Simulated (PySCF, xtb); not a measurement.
C3H4BrCl, SMILES C(=C/Br)(/C)Cl.

xtb with GFN2-xTB at its own geometry gives an orbital gap of 4.13 eV and a dipole moment of 2.21 D.

Geometry optimised at r2SCAN-D4/def2-SVP.

### Question
What does PySCF with PBE/def2-TZVP give? (Estimate from the structure and the level; the computed values follow.)

### Answer
gap 4.49 eV (levels -5.93 and -1.44 eV), dipole 0.78 D.
